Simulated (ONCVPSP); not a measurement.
# What one change does to a pseudopotential (molybdenum, ONCV)

ONCVPSP 4.0.1 input, shortened (lines: element, Z, core and valence counts, functional; n l f; lmax; l rc ep ncon nbas qcut; lloc lpopt rc5 dvloc0; l nproj debl; icmod fcfact rcfact), PBE, scalar-relativistic:

```
  Mo 42.00    6    4        4      upf
    1    0    2.00
    2    0    2.00
    2    1    6.00
    3    0    2.00
    3    1    6.00
    3    2   10.00
    4    0    2.00
    4    1    6.00
    4    2    4.00
    5    0    2.00
    2
    0    1.65    0.00    4    8    5.80
    1    1.30    0.00    3    8    7.40
    2    2.10    0.00    3    8    7.80
    4    5    1.05    6.00
    0    2    3.80
    1    2    2.10
    2    3    0.60
    1    0.60    0.00
```

All-electron outer shells of the reference configuration (PBE, scalar-relativistic, ld1.x):

| shell | level (eV) | outermost node (bohr) | outermost maximum (bohr) |
| --- | --- | --- | --- |
| 3d | -223.96 | – | 0.32 |
| 4s | -67.10 | 0.51 | 0.99 |
| 4p | -41.09 | 0.52 | 1.06 |
| 4d | -5.65 | 0.53 | 1.35 |
| 5s | -4.88 | 1.33 | 2.86 |

Change: s: qcut 4.8.

Cutoffs: the cutoffs (Ha) at which the residual kinetic energy of the hardest occupied pseudo-wave falls to 1 and 0.1 mHa per electron; they do not see the model core or the augmentation charge, which bear on the density cutoff. Errors are all-electron minus pseudo energies relative to the spin-unpolarised reference configuration.

Question: What does the change do?

Answer: The potential gets harder (23 Ha and 54 Ha → 28 Ha and 63 Ha); of the 4 tests that both files solve, the error grows in 3 and shrinks in 0 by more than 15 % and 0.3 meV (median size 6.1 → 7.9 meV); neither file shows a bound ghost.

| quantity | base | changed |
| --- | --- | --- |
| cutoff, loose | 23 Ha | 28 Ha |
| cutoff, tight | 54 Ha | 63 Ha |
| loose cutoff by channel | s 15 Ha, p 23 Ha, d 18 Ha | s 28 Ha, p 23 Ha, d 18 Ha |
| bound ghosts | none | none |
| GHOST(+) flags under 300 eV | s at 172.3 eV | s at 160.5 eV |
| error for 4s2 4p6 4d5 5s1, meV [ΔE -0.20 eV] | -3.6 | -4.7 |
| error for 4s2 4p6 4d5 5s0, meV [ΔE 6.69 eV] | -8.5 | -11 |
| error for 4s2 4p6 4d4 5s0, meV [ΔE 22.15 eV] | -8.9 | -11 |
| error for 4s2 4p6 4d4 5s1 5p1, meV [ΔE 3.54 eV] | -1.1 | -1.4 |
| s: phases at 1.68 bohr within 0.05 rad from the reference energy up to (Ha; the scan ends near 5) | to the end of the scan | 4.7 |
| p: phases at 1.32 bohr within 0.05 rad from the reference energy up to (Ha; the scan ends near 5) | to the end of the scan | to the end of the scan |
| d: phases at 2.13 bohr within 0.05 rad from the reference energy up to (Ha; the scan ends near 5) | to the end of the scan | to the end of the scan |
| rms error of d²Exc/dni dnj with the model core, mHa | 1.50 | 1.92 |
